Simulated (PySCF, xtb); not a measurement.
Si(H)(F)(Et)(OH) (C₂H₇FOSi), SMILES CC[SiH](O)F. The values are those of a single conformer.

Harmonic wavenumbers (cm⁻¹) from GFN2-xTB (xtb 6.7.1) at its own minimum, in rising order: 43, 137, 166, 201, 240, 289, 308, 655, 666, 710, 744, 753, 852, 927, 985, 1026, 1076, 1240, 1303, 1420, 1483, 1511, 1517, 2337, 2964, 2994, 3015, 3021, 3033, 3707.

Q: What does PySCF with PBE0-D3(BJ)/def2-SVP give at its own minimum? (The exact figures need the calculation; the answer reports its results.)

A: 70, 140, 186, 228, 295, 323, 369, 646, 687, 782, 827, 868, 886, 937, 982, 991, 1061, 1243, 1268, 1395, 1425, 1475, 1477, 2298, 3053, 3054, 3106, 3143, 3148, 3935. Paired by order, the mean absolute difference is 52 cm⁻¹ and the zero-point energies are 56.2 and 57.6 kcal/mol.
